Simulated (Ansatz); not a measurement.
Abridged output of a molecular run in Ansatz:

```
Functional definition: HF
1828 factors; integrals over basis functions are off by at most 1.1e-3 eV
mean field evaluation 1: about -71947.7322 eV, gradient 4.9e1 eV
mean field evaluation 2: about -71947.7381 eV, gradient 4.9e1 eV
mean field evaluation 4: about -71953.0626 eV, gradient 4.1e0 eV
mean field evaluation 8: about -71953.1178 eV, gradient 2.2e-4 eV
mean field -71953.11776263 eV, -2644.2283062018 hartree, gradient 2.5e-6 eV, S^2 0.000000; 0 other end points of the search recorded, 0 dependent functions left out
34 core orbitals not correlated: weight in the atoms' cores, before any rotation towards them, 1.000 or more for the frozen orbitals, at most 0.000 for the correlated occupied ones
reference -71953.11776263 eV, -2644.2283062018 hartree; 31, 31 occupied and 129, 129 virtual orbitals, 1828 factors
second order -37.12204103 eV of doubles, -0.00000000 eV of singles
cycle   1  -38.47884549 eV  change    -1.4e0 eV  update   1.2e-1
cycle   2  -39.23050762 eV  change   -7.5e-1 eV  update   3.3e-2
cycle   3  -39.39299155 eV  change   -1.6e-1 eV  update   1.6e-2
cycle   4  -39.38916238 eV  change    3.8e-3 eV  update   3.1e-3
cycle   5  -39.38819516 eV  change    9.7e-4 eV  update   1.1e-3
cycle   6  -39.38825890 eV  change   -6.4e-5 eV  update   3.3e-4
cycle   7  -39.38810161 eV  change    1.6e-4 eV  update   1.1e-4
cycle   8  -39.38809799 eV  change    3.6e-6 eV  update   3.3e-5
perturbative correction -0.98922003 eV, -0.0363531655 hartree
Total energy: -71993.49508065 eV, -2645.7121452703 hartree
```

Its atoms:

Cartesian coordinates in Å:
```
O 1.644 0.835 1.403
Si 1.216 1.568 0.025
Cl 1.374 3.571 0.355
Cl 2.504 1.055 -1.493
C -0.511 1.176 -0.551
C -0.763 -0.268 -1.003
Si -0.878 -1.564 0.310
O 0.578 -1.743 1.048
Cl -2.282 -1.063 1.708
Cl -1.424 -3.357 -0.502
H 1.474 -0.118 1.438
H -1.197 1.464 0.253
H -0.716 1.857 -1.383
H -1.716 -0.331 -1.541
H 0.003 -0.599 -1.715
H 0.694 -2.483 1.649
```

Q: Which basis set was used?
A. cc-pV(T+d)Z
B. def2-QZVPP
C. cc-pV(Q+d)Z
D. def2-SVP

A: D. It gives 194 functions.

Q: Write the keys of the input that set method, charge and spin (a neutral closed shell needs none for the last two).

A: 
```yaml
correlation: {method: ccsd_t}
```
